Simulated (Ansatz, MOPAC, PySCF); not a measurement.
Dimer: H2O (SMILES O) (first 3 atoms) with GeH4 (SMILES [GeH4]); geometry from B3LYP-D3(BJ)/def2-TZVP, rigid monomers moved along the line of their centres of mass till O1···Ge4 is 2.95 Å.
(charge 0, multiplicity 1):
```xyz
8

O      0.262    -0.124     0.401
H     -0.653     0.033     0.145
H      0.702     0.727     0.305
Ge    -0.127    -0.051     3.321
H     -0.357     0.033     4.843
H     -0.557     1.288     2.698
H     -0.980    -1.190     2.752
H      1.361    -0.301     3.053
```

Counterpoise-corrected where a basis set is named; no monomer relaxation. Rows marked so take none.

Cores are frozen in the correlated methods. Filled d and f shells under p-block atoms count as core. CBS: X⁻³ extrapolation of the correlation energy, Hartree–Fock from the larger set. Rows in 6-31G* carry no dispersion term and start afresh at each structure (6-31G* with six Cartesian d functions); the Pople sets are all-electron and without relativity. MP2/6-31G* freezes PySCF's default core, which leaves 3d correlated. The state that PM3, PM6 reach isn't checked.

The values were computed with Ansatz (Gaussian orbitals); MOPAC for PM3, PM6 (differences of heats of formation); PySCF for 6-31G* rows, the dispersion terms. Each number belongs to the level named beside it.

Other levels give for the interaction energy: PBE/def2-TZVPPD 0.42; B3LYP/def2-TZVPPD 1.26; B3LYP-D3(BJ)/def2-TZVPPD -0.30; wB97M-V/def2-TZVPPD -0.73; CCSD(T)/CBS(aug-cc-pVDZ, aug-cc-pVTZ) -0.60 kcal/mol.

Common cheap choices:

```
level                           interaction energy (kcal/mol)  less -0.60 (CCSD(T)/CBS(aug-cc-pVDZ, aug-cc-pVTZ))
------------------------------  -----------------------------  --------------------------------------------------
PM3                                                      3.11                                                3.71
PM6                                                      2.24                                                2.85
HF/6-31G*                                                1.68                                                2.29
HF/6-31G* (no counterpoise)                             -0.15                                                0.46
BP86/6-31G* (no counterpoise)                           -1.61                                               -1.01
B3LYP/6-31G*                                             1.44                                                2.04
B3LYP/6-31G* (no counterpoise)                          -1.87                                               -1.27
MP2/6-31G*                                               1.45                                                2.06
```

Ansatz is a first-principles code.
